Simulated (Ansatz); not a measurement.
C$_{2}$H$_{6}$BF (`BC(C)F`), relaxed with RKS PBE0-D4/def2-TZVP in Ansatz 0.2.0 from a PBE-D4/def2-SVP geometry. The force threshold is 0.005 eV/Å; the program also tests the step.

The species carries charge 0 and has multiplicity 1.

Start:

```xyz
10

B     0.778    1.091    0.623
C    -0.269    0.374   -0.281
C    -0.356   -1.151   -0.196
F    -1.560    0.912   -0.197
H     0.501    2.098    1.244
H     1.918    0.663    0.633
H     0.134    0.635   -1.305
H    -1.062   -1.541   -0.956
H    -0.720   -1.468    0.801
H     0.636   -1.613   -0.365
```

```tsv
step	energy (eV)	largest force (eV/Å)	largest move (Å)
1	-5560.1467	0.504	0.000
2	-5560.1816	0.171	0.021
3	-5560.1849	0.138	0.027
4	-5560.1860	0.039	0.012
5	-5560.1866	0.165	0.091
6	-5560.1880	0.058	0.008
7 (rejected)	-5560.1868	0.150	0.019
8	-5560.1886	0.014	0.009
9	-5560.1889	0.053	0.050
10 (rejected)	-5560.1836	0.225	0.035
11	-5560.1890	0.012	0.009
12	-5560.1890	0.006	0.002
13	-5560.1891	0.003	0.006
```

End:

```xyz
10

B     0.772    1.065    0.617
C    -0.244    0.390   -0.347
C    -0.345   -1.118   -0.175
F    -1.529    0.933   -0.260
H     0.445    1.936    1.364
H     1.908    0.691    0.581
H     0.108    0.595   -1.374
H    -1.063   -1.527   -0.888
H    -0.678   -1.378    0.832
H     0.626   -1.587   -0.349
```

It took 32 s on 2 threads of an Arm Neoverse V2 on a shared host, with 0.3 GiB of host memory at the peak.
